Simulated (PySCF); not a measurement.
C2H5BF2O, SMILES COB(F)CF.

The structure is a stationary point at PBE0-D3(BJ)/def2-SVP. The structure was generated by enumeration, and PubChem lists no compound with its InChIKey, so it may never have been made. The values are those of a single conformer.

Two levels are set side by side: TDDFT-PBE/def2-SVPD (PySCF) and TDDFT-CAM-B3LYP/def2-SVPD (PySCF). Vertical, same geometry. The lowest singlet is HOMO→LUMO+1 100 % with PBE and HOMO→LUMO 76 %, HOMO→LUMO+1 12 % with the other functional; states are paired by order. Differences are taken from unrounded values.

```
quantity                               TDDFT-CAM-B3LYP
-------------------------------------  ---------------
lowest singlet excitation (eV)                    8.36
lowest triplet excitation (TDA) (eV)              7.67
first bright state (f over 0.05) (eV)             9.00
its oscillator strength                           0.07
```

### Question
What does TDDFT-PBE give, and how far is it from TDDFT-CAM-B3LYP? (An estimate is asked for; the answer gives what the named calculation found.)

### Answer

| quantity | TDDFT-PBE | TDDFT-PBE minus TDDFT-CAM-B3LYP |
|---|---|---|
| lowest singlet excitation (eV) | 7.07 | -1.29 |
| lowest triplet excitation (TDA) (eV) | 6.64 | -1.03 |
| first bright state (f over 0.05) (eV) | 7.63 | -1.37 |
| its oscillator strength | 0.11 | 0.04 |

Functionals without exact exchange tend to place singlet excitations lower, as here. Differences between two approximate levels are no errors against the true value.

Rough cost on one machine, each run with all the roots and properties that it gave: TDDFT-CAM-B3LYP against TDDFT-PBE about 5 times.
